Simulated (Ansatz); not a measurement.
```yaml
crystal:
  periodic: [false, false, false]
  atoms:
    - {symbol: C, position_ang: [-1.296089, -1.465528, 0.542439]}
    - {symbol: C, position_ang: [-0.263892, -0.378438, 0.294244]}
    - {symbol: C, position_ang: [-0.487613, 0.803437, 1.221084]}
    - {symbol: C, position_ang: [1.145280, -0.927162, 0.432149]}
    - {symbol: O, position_ang: [-0.500128, 0.022277, -1.073484]}
    - {symbol: Sn, position_ang: [0.514759, 1.382079, -1.962089]}
    - {symbol: F, position_ang: [0.413826, 3.100025, -1.173236]}
    - {symbol: F, position_ang: [-0.160481, 1.547399, -3.713165]}
    - {symbol: F, position_ang: [2.366401, 1.022395, -2.122692]}
    - {symbol: H, position_ang: [-1.206816, -1.846300, 1.561975]}
    - {symbol: H, position_ang: [-2.303595, -1.070258, 0.404174]}
    - {symbol: H, position_ang: [-1.149966, -2.293002, -0.153519]}
    - {symbol: H, position_ang: [-1.487838, 1.216885, 1.079795]}
    - {symbol: H, position_ang: [-0.383011, 0.498835, 2.264523]}
    - {symbol: H, position_ang: [0.241282, 1.600155, 1.038175]}
    - {symbol: H, position_ang: [1.315026, -1.300673, 1.444158]}
    - {symbol: H, position_ang: [1.307911, -1.746085, -0.270894]}
    - {symbol: H, position_ang: [1.897244, -0.154842, 0.238164]}
basis:
  gaussian: {orbitals: def2-SVP}
magnetization: {spin_polarized: true, initial_magnetization: 8}
hamiltonian: {xc: {name: LC-wPBE}}
output: {forces: true}
```

```sh
$ ansatz run in.yaml --threads 4 --pin off --events-out ev --progress --plain --max-ram 46080MiB --backend cpu
```

Output, abridged:

```
Functional definition: LC-wPBE
  name "LC-wPBE"
  cite "Vydrov & Scuseria, J. Chem. Phys. 125, 234109 (2006) doi:10.1063/1.2409292"
  cite "Heyd & Scuseria, J. Chem. Phys. 120, 7274 (2004) doi:10.1063/1.1668634"
  cite "Ernzerhof & Perdew, J. Chem. Phys. 109, 3313 (1998) doi:10.1063/1.476928"
  cite "Perdew, Burke & Ernzerhof, Phys. Rev. Lett. 77, 3865 (1996) doi:10.1103/PhysRevLett.77.3865"
  parent pbe
  parameter omega = 0.4/bohr
  exchange = pbe_x_sr(omega) + exact_x_lr(omega)
  correlation = pbe_c
2032 factors; their error is unknown
593 factors; integrals over basis functions are off by at most 1.4e-5 eV
mean field evaluation 1: about -20257.3014 eV, gradient 5.0e1 eV
mean field evaluation 2: about -20139.0922 eV, gradient 1.6e2 eV
mean field evaluation 4: about -20269.9069 eV, gradient 1.3e1 eV
mean field evaluation 8: about -20271.9164 eV, gradient 6.4e0 eV
mean field evaluation 16: about -20274.3258 eV, gradient 1.1e0 eV
mean field evaluation 32: about -20275.4090 eV, gradient 2.4e-5 eV
mean field -20275.40902334 eV, -745.1075384419 hartree, gradient 1.3e-7 eV, S^2 20.008453; 6 other end points of the search recorded, 0 dependent functions left out
the calculation of the forces begins
reference -20275.40902335 eV, -745.1075384424 hartree; 49, 41 occupied and 134, 142 virtual orbitals, 2032 factors
Total energy: -20275.40902335 eV, -745.1075384424 hartree
Atom 0 at    -1.296089    -1.465528     0.542439 Å, force     0.098292     0.017431     0.167898 eV/Å
Atom 1 at    -0.263892    -0.378438     0.294244 Å, force    -0.897090    -0.754063    -0.209979 eV/Å
Atom 2 at    -0.487613     0.803437     1.221084 Å, force    -0.127002     0.569035    -0.082805 eV/Å
Atom 3 at     1.145280    -0.927162     0.432149 Å, force     0.460192    -0.051850    -0.362094 eV/Å
Atom 4 at    -0.500128     0.022277    -1.073484 Å, force    -4.156571    -6.349382     5.356523 eV/Å
Atom 5 at     0.514759     1.382079    -1.962089 Å, force    -0.799906    -1.485760     1.614895 eV/Å
Atom 6 at     0.413826     3.100025    -1.173236 Å, force    -0.523117     9.630589     4.437442 eV/Å
Atom 7 at    -0.160481     1.547399    -3.713165 Å, force    -4.040597     0.885967   -10.252632 eV/Å
Atom 8 at     2.366401     1.022395    -2.122692 Å, force    10.394665    -1.984818    -0.870529 eV/Å
Atom 9 at    -1.206816    -1.846300     1.561975 Å, force    -0.003164    -0.115946     0.247475 eV/Å
Atom 10 at    -2.303595    -1.070258     0.404174 Å, force    -0.218952     0.077074    -0.026280 eV/Å
Atom 11 at    -1.149966    -2.293002    -0.153519 Å, force     0.025645    -0.181764    -0.144272 eV/Å
Atom 12 at    -1.487838     1.216885     1.079795 Å, force    -0.220681     0.091388     0.004248 eV/Å
Atom 13 at    -0.383011     0.498835     2.264523 Å, force     0.017068    -0.374319     0.188008 eV/Å
Atom 14 at     0.241282     1.600155     1.038175 Å, force     0.182861     0.066260    -0.170526 eV/Å
Atom 15 at     1.315026    -1.300673     1.444158 Å, force    -0.257396    -0.084966     0.320706 eV/Å
Atom 16 at     1.307911    -1.746085    -0.270894 Å, force     0.049991    -0.196383    -0.126678 eV/Å
Atom 17 at     1.897244    -0.154842     0.238164 Å, force     0.015761     0.241506    -0.091401 eV/Å
Dipole moment:    -0.030638    -0.384643     0.781746 e Å
```

Q: Something in this input is off. What?

A: The spin is set far too high for this molecule. The calculation finished and met its thresholds. The result belongs to that input, not to the molecule as meant.
